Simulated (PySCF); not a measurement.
Job file and geometry (Å, from GFN2-xTB) of an NMR shielding run on SMILES BP[Si@H](P)CCl, CH$_{8}$BClP$_{2}$Si, GIAO PBE0/pcSseg-1 NMR shielding, non-relativistic, gas phase (PySCF); density fitting, a coarse starting grid and PySCF grid level 2 are the driver's defaults:

```
{"job": {"kind": "nmr", "xc": "PBE0", "basis": "pcSseg-1"}, "charge": 0, "multiplicity": 1}
B      2.600594     0.585922    -0.179968
P      1.388083    -0.016934     1.050247
Si    -0.547967    -0.204960    -0.055790
P     -1.558058     1.768025    -0.467189
C     -1.709566    -1.206238     1.095023
Cl    -1.077125    -2.862378     1.241834
H      2.322523     1.528784    -0.815985
H      3.673881     0.130860    -0.239132
H      1.719705    -1.341986     1.241690
H     -0.516441    -0.933682    -1.337352
H     -1.414144     2.248798     0.823502
H     -0.398808     2.389995    -0.890169
H     -1.768993    -0.801536     2.102805
H     -2.714361    -1.285142     0.688343
```

Q: What does the program print?

A: 
```
coarse grid: 13632 points
cycle   1  E = -1499.4162637470  dE =  3.006e-01  |g| = 2.636e-01  |ddm| = 3.365e+00
cycle   2  E = -1499.4183143965  dE = -2.051e-03  |g| = 2.561e-01  |ddm| = 7.224e-01
cycle   3  E = -1499.4381637397  dE = -1.985e-02  |g| = 5.304e-02  |ddm| = 4.213e-01
cycle   4  E = -1499.4389500589  dE = -7.863e-04  |g| = 2.071e-02  |ddm| = 9.046e-02
cycle   5  E = -1499.4390618912  dE = -1.118e-04  |g| = 4.543e-03  |ddm| = 2.518e-02
cycle   6  E = -1499.4390669321  dE = -5.041e-06  |g| = 1.824e-03  |ddm| = 7.043e-03
final grid: 112920 points
cycle   7  E = -1499.4720471932  dE = -2.828e-05  |g| = 7.060e-03  |ddm| = 2.614e-02
cycle   8  E = -1499.4720393116  dE =  7.882e-06  |g| = 8.731e-03  |ddm| = 1.411e-02
cycle   9  E = -1499.4720601932  dE = -2.088e-05  |g| = 8.090e-04  |ddm| = 8.375e-03
cycle  10  E = -1499.4720603241  dE = -1.309e-07  |g| = 2.062e-04  |ddm| = 1.091e-03
cycle  11  E = -1499.4720603365  dE = -1.246e-08  |g| = 5.882e-05  |ddm| = 3.332e-04
cycle  12  E = -1499.4720603377  dE = -1.115e-09  |g| = 1.782e-05  |ddm| = 1.081e-04
cycle  13  E = -1499.4720603377  dE = -9.800e-11  |g| = 3.721e-06  |ddm| = 3.183e-05
converged SCF energy = -1499.4720603377

GIAO shielding tensors (ppm)
atom      isotropic    diamagn.    paramagn.     s11        s22        s33       span
  0 B       15.001     196.802    -181.801    -92.955    -11.003    148.961    241.917
  1 P      472.139     970.908    -498.769    313.447    530.325    572.645    259.198
  2 Si     373.209     880.371    -507.162    336.459    384.988    398.181     61.722
  3 P      617.251     967.827    -350.576    562.066    613.654    676.033    113.967
  4 C      152.125     252.959    -100.834    131.671    143.033    181.669     49.998
  5 Cl     909.775    1146.307    -236.532    796.732    842.699   1089.896    293.164
  6 H       23.389      30.327      -6.937     13.253     26.755     30.160     16.908
  7 H       22.906      29.160      -6.254     14.017     26.647     28.053     14.036
  8 H       27.735      31.324      -3.588     21.380     27.780     34.045     12.665
  9 H       26.778      29.451      -2.673     24.110     24.550     31.674      7.564
 10 H       30.573      30.918      -0.346     25.355     28.197     38.166     12.811
 11 H       30.039      31.116      -1.076     24.287     27.519     38.311     14.024
 12 H       28.735      30.494      -1.759     23.295     28.618     34.291     10.996
 13 H       28.549      29.670      -1.121     21.645     28.896     35.106     13.461
```

Size and cost of the density-fitted run: 170 basis functions, 22 s wall time on 1 thread of an Arm Neoverse V1, shared host.
